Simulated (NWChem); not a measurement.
Molecule: SiH2OBr2; SMILES O[SiH](Br)Br

```xyz
6

Si    -0.7785     0.4400     0.0000
O     -2.2024    -0.3792     0.0000
Br     0.4281    -0.0552     1.7949
Br     0.4281    -0.0552    -1.7949
H     -1.1022     1.8788     0.0000
H     -2.1819    -1.3421     0.0000
```
Atoms are numbered in this order, from 1.

Geometry: optimised at PBE0/def2-SVP.

Spin-orbit effects, on the heavy nuclei and on their neighbours, are missing.

Q: Give the principal values of the shielding tensors (ppm) of Si1, O2, Br3 from LDA (Slater exchange, VWN5)/pcSseg-1, GIAO (NWChem), with their diamagnetic and paramagnetic parts as GIAO splits them.

A: 
```csv
atom,σ11,σ22,σ33,isotropic,diamagnetic,paramagnetic
Si1,268.6,307.4,326.9,301.0,880.8,-579.9
O2,150.2,241.5,255.9,215.9,389.8,-173.9
Br3,1821.7,2080.2,2736.8,2212.9,3124.5,-911.6
```
